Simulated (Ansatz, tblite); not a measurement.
Cost and result up the ladder for (Cl2Al-mu-PSiH3)2 (Al₂Si₄P₂H₁₂Cl₄) (24 atoms). Total charge 0; singlet. Geometry: PBE-D4/def2-SVP.

| atom | x (Å) | y (Å) | z (Å) |
| --- | --- | --- | --- |
| Al1 | -1.703 | -0.090 | 0.092 |
| Cl2 | -2.830 | 0.199 | -1.699 |
| Cl3 | -2.677 | -0.486 | 1.950 |
| P4 | -0.074 | 1.668 | 0.358 |
| Si5 | -0.136 | 2.709 | 2.360 |
| Si6 | -0.091 | 3.125 | -1.370 |
| Al7 | 1.698 | 0.044 | 0.155 |
| Cl8 | 2.861 | 0.423 | -1.596 |
| Cl9 | 2.633 | -0.268 | 2.047 |
| P10 | 0.070 | -1.684 | -0.272 |
| Si11 | 0.137 | -2.417 | -2.409 |
| Si12 | 0.093 | -3.380 | 1.219 |
| H13 | 1.079 | 3.584 | 2.484 |
| H14 | -0.137 | 1.630 | 3.398 |
| H15 | -1.385 | 3.539 | 2.436 |
| H16 | 1.100 | 4.033 | -1.251 |
| H17 | -0.019 | 2.298 | -2.616 |
| H18 | -1.362 | 3.922 | -1.320 |
| H19 | 1.407 | -3.186 | -2.619 |
| H20 | 0.095 | -1.195 | -3.273 |
| H21 | -1.053 | -3.297 | -2.656 |
| H22 | -1.117 | -4.239 | 0.989 |
| H23 | 0.064 | -2.750 | 2.576 |
| H24 | 1.347 | -4.182 | 1.017 |

Ansatz on 4 threads of Arm Neoverse V2 on a shared host; xTB runs through tblite on one thread. Times are rough, summed over both states, and most runs start from the orbitals of an earlier one. PBE0-D4/def2-SVP serves as the yardstick here, not as an exact answer. The other state is a triplet.

The xTB rows come from tblite.

xTB has no spin-polarisation term.

| level | functions | vertical triplet (eV) | difference from PBE0-D4/def2-SVP (eV) |
| --- | --- | --- | --- |
| PBE-D4/def2-SVP | 276 | 4.43 | -0.61 |
| GFN2-xTB | 120 | 3.73 | -1.30 |
| GFN1-xTB | 132 | 3.73 | -1.31 |
| PBE0-D4/def2-SVP | 276 | 5.04 | 0.00 |

Estimate how long each takes.

GFN1-xTB 0.08 s; GFN2-xTB 0.089 s; PBE-D4/def2-SVP 26 s; PBE0-D4/def2-SVP 58 s. On shared hardware such times vary by a factor of up to 3.
